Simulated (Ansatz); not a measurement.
Reaction (substitution at a C–I bond): `CC(=O)I` + `C[SiH2]O` → `C[SiH2]OC(C)=O` + HI

Program: Ansatz. Geometries: PBE0-D4/def2-TZVP. ΔE: electronic, gas phase. CCSD(T)/CBS is the MP2 limit (def2-TZVPP, def2-QZVPP) plus CCSD(T) − MP2 in def2-TZVPP, frozen cores. This one scheme is used for every species. Functionals use def2-TZVPP. def2 core potentials past Kr. For I outer-core shells are correlated without core-valence functions, which leaves a few kJ/mol of doubt a bond. Each species was taken in one conformer, which may not be the lowest.

```tsv
level	ΔE (kJ/mol)
PBE0-D4	-33.6
ωB97X-V	-46.0
PBE0	-32.7
SCS-MP2/def2-TZVPP	-29.4
CCSD(T)/def2-TZVPP	-36.8
HF/def2-QZVPP	-60.6
MP2/def2-QZVPP	-20.0
HF/CBS(def2)	-60.5
```

(1) What does CCSD(T)/CBS give? (An estimate is asked.)

Largest T1 diagnostic among the species: 0.014.

Results:

(1) Computed: -28.7 kJ/mol. The listed levels differ from it by -4.9, -17.3, -4.0, -0.7, -8.1, -31.9, 8.7, -31.8 kJ/mol.

From PBE to PBE0 (25 % exact exchange), in def2-TZVPP and without D4, ΔE moves by −13.5 kJ/mol. In def2-TZVPP, CCSD(T) changes the Hartree–Fock value by +24.5 kJ/mol (the triples alone add +6.1 kJ/mol) and MP2 by +36.4 kJ/mol.
